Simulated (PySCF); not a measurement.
C5H6, SMILES C#CC1CC1.

The structure is a stationary point at B3LYP-D3(BJ)/def2-SVP.

Two levels are set side by side: TDA-PBE/def2-SVPD (PySCF) and TDA-CAM-B3LYP/def2-SVPD (PySCF). Vertical, same geometry. The lowest singlet is HOMO→LUMO 99 % with PBE and HOMO→LUMO 35 %, HOMO→LUMO+5 28 %, HOMO→LUMO+1 21 %, HOMO→LUMO+6 5 % with the other functional; states are paired by order. Differences are taken from unrounded values.

| quantity | TDA-PBE |
|---|---|
| lowest singlet excitation (eV) | 5.88 |
| lowest triplet excitation (TDA) (eV) | 5.15 |
| first bright state (f over 0.05) (eV) | 6.93 |
| its oscillator strength | 0.10 |

Question: These are the TDA-PBE values. What does TDA-CAM-B3LYP give? (An estimate is asked for; the answer gives what the named calculation found.)

Answer: 
```csv
quantity,TDA-CAM-B3LYP,TDA-PBE minus TDA-CAM-B3LYP
lowest singlet excitation (eV),6.16,-0.28
lowest triplet excitation (TDA) (eV),5.20,-0.05
first bright state (f over 0.05) (eV),7.65,-0.72
its oscillator strength,0.06,0.04
```

Functionals without exact exchange tend to place singlet excitations lower, as here. Differences between two approximate levels are no errors against the true value.

Rough cost on one machine, each run with all the roots and properties that it gave: TDA-CAM-B3LYP against TDA-PBE about 3 times.
